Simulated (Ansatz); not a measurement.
C$_{8}$H$_{10}$, charge +1, doublet, geometry from GFN2-xTB (a state made from the parent by changing its charge; the spin is typed, not shown lowest); B3LYP5/STO-3G (Ansatz, an electronic-structure program).

Input for Ansatz:
Ansatz 0.2 input:
```yaml
crystal:
  periodic: [false, false, false]
  atoms:
    - {symbol: C, position_ang: [2.87152259, 0.08691800, 0.06861747]}
    - {symbol: C, position_ang: [1.40886627, 0.03683026, 0.03083825]}
    - {symbol: C, position_ang: [0.68936858, 0.64764773, -1.02759803]}
    - {symbol: C, position_ang: [-0.67673347, 0.60401654, -1.06217740]}
    - {symbol: C, position_ang: [-1.40810404, -0.05301411, -0.04054810]}
    - {symbol: C, position_ang: [-2.87102768, -0.09742603, -0.07492200]}
    - {symbol: C, position_ang: [-0.68927522, -0.64962981, 1.02640884]}
    - {symbol: C, position_ang: [0.67682938, -0.60605282, 1.06095569]}
    - {symbol: H, position_ang: [3.30384832, 0.15376583, -0.92919971]}
    - {symbol: H, position_ang: [3.18606950, 0.99930938, 0.59353149]}
    - {symbol: H, position_ang: [3.29593890, -0.74517196, 0.62867350]}
    - {symbol: H, position_ang: [1.23781155, 1.14700027, -1.81230013]}
    - {symbol: H, position_ang: [-1.21556280, 1.06864478, -1.87437444]}
    - {symbol: H, position_ang: [-3.26516991, -0.97499527, 0.43648531]}
    - {symbol: H, position_ang: [-3.26942085, 0.77042684, 0.46826010]}
    - {symbol: H, position_ang: [-3.25975785, -0.02303305, -1.08957474]}
    - {symbol: H, position_ang: [-1.23790648, -1.14498458, 1.81350949]}
    - {symbol: H, position_ang: [1.21547125, -1.06670083, 1.87554076]}
basis:
  gaussian:
    orbitals: STO-3G
hamiltonian:
  xc: b3lyp5
total_charge: 1
magnetization: {spin_polarized: true, initial_magnetization: 1}
accuracy: high
```

Problem. What does Ansatz print? Leave out banner, timings and long lists.

Solution. 
```
Functional definition: B3LYP5
1150 factors; integrals over basis functions are off by at most 2.1e-9 eV
mean field evaluation 1: about -8343.8978 eV, gradient 6.9e0 eV
mean field evaluation 2: about -8344.0465 eV, gradient 5.7e0 eV
mean field evaluation 4: about -8344.2344 eV, gradient 3.7e-1 eV
mean field evaluation 8: about -8344.0877 eV, gradient 1.1e-2 eV
mean field evaluation 16: about -8344.0877 eV, gradient 1.8e-5 eV
mean field evaluation 32: about -8344.0610 eV, gradient 1.9e0 eV
mean field -8344.08772702 eV, -306.6395681423 hartree, gradient 4.7e-8 eV, S^2 0.759192; 2 other end points of the search recorded, 0 dependent functions left out
reference -8344.08777286 eV, -306.6395698269 hartree; 29, 28 occupied and 21, 22 virtual orbitals, 1150 factors
Total energy: -8344.08777286 eV, -306.6395698269 hartree
```
